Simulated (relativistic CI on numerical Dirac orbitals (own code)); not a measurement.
**O II: what numerical and physical settings do to a radial Dirac CI calculation**

Reference input:

```
atom O  Z=8  charge=1  electrons=7
nucleus A=16  rms_radius_fm=2.6991
hamiltonian dirac-coulomb  breit=on  qed=on  c_scale=1
orbitals kli  potential=per-configuration
slater_scale 1
correlation none
mixing on
grid step=0.0125 r_max=51.4
scf mixing=0.4 start=green max_iterations=150 tolerance=2e-08 node_fill=0.05
configurations
  [He] 2s2 2p3
  [He] 2s 2p4
  [He] 2p5
  [He] 2s2 2p2 3s
  [He] 2s2 2p2 3p
end
```

Computed lowest total energy -74.41337 Ha, first excitation 30214.5 cm⁻¹, 49 SCF steps. Runs with settings changed; * marks those that are bad on purpose (the QED terms keep the true α when c is scaled):

```
                                                       Changed        Outcome   Lowest level  ΔE (Ha)  First excitation (cm⁻¹)  SCF steps                                                    Message
                     iteration limit 20, speed of light × 1.25      converged  2s²2p³ ⁴S°3/2   0.0174                  30222.9         49                                                           
end of the grid at 25.7 bohr, node fill of the KLI weights 0.2  not converged                                                          50                                    orbital 3p1/2 not found
                                              Slater scale 0.6      converged  2s²2p³ ⁴S°3/2   0.0547                  18218.0         49                                                           
                                          speed of light × 0.8      converged  2s²2p³ ⁴S°3/2  -0.0273                  30201.7         49                                                           
                                    nuclear radius 269.91 fm *      converged  2s²2p³ ⁴S°3/2    0.128                  30226.6         49                                                           
                                                    charge 2 *        refused                                                           0  configuration [He] 2s2 2p3 has 7 electrons, the ion has 6
```

With so few configurations and no correlation, terms lie too far apart (by 10 to 50 % near neutrality), their order can be wrong, and levels of other configurations are missing.
